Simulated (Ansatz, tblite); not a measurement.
Forces on Si(NH2)2Cl2 (SiN₂Cl₂H₄) at its PBE-D4/def2-SVP geometry. The state is a singlet with charge 0.

The xTB rows come from tblite.

GFN1-xTB (tblite), largest force 1.43 eV/Å:

```xyz
9
positions Å, forces eV/Å
Si   -0.408    0.161   -0.104   -1.297    0.513   -0.331
N     0.762    0.949    0.874    0.180    0.567   -0.327
H     1.688    1.131    0.478   -0.452    0.010    0.558
H     0.462    1.702    1.496    0.493   -0.438   -0.257
N     0.237   -1.343   -0.619   -0.391   -0.485    0.271
H     0.541   -2.015    0.091   -0.058    0.196   -0.687
H    -0.181   -1.811   -1.426    0.488    0.048    0.509
Cl   -0.973    1.122   -1.870    0.318   -0.357    0.685
Cl   -2.127    0.104    1.081    0.720   -0.053   -0.421
```

GFN2-xTB (tblite), largest force 0.83 eV/Å:

```
Si -0.750 0.297 -0.191
N 0.281 0.384 -0.048
H -0.611 -0.066 0.309
H 0.251 -0.430 -0.390
N -0.092 -0.461 0.095
H -0.216 0.396 -0.519
H 0.274 0.221 0.525
Cl 0.248 -0.319 0.600
Cl 0.615 -0.022 -0.380
```

revPBE-D4/def2-TZVP (Ansatz), largest force 0.28 eV/Å:

```
Si -0.008 0.005 -0.002
N 0.014 0.100 -0.056
H -0.254 -0.037 0.099
H 0.083 -0.196 -0.179
N -0.081 -0.075 0.038
H -0.095 0.178 -0.187
H 0.104 0.121 0.227
Cl 0.064 -0.096 0.171
Cl 0.174 0.002 -0.110
```
